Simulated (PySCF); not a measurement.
GaH, SMILES [GaH] (connectivity only; charge and spin as stated), neutral, multiplicity 1.

Coordinates come from a PBE0-D3(BJ)/def2-TZVPD optimisation.

Calculation: PBE0-D3(BJ)/def2-TZVPD (PySCF).

Frequencies are harmonic and unscaled.

```
mode  ν (cm⁻¹)  IR (km/mol)  Raman (Å⁴/amu)  depolarisation  moving atoms (share of kinetic energy)
----  --------  -----------  --------------  --------------  --------------------------------------
1         1598        842.6           259.2            0.49                                  H 99 %
```
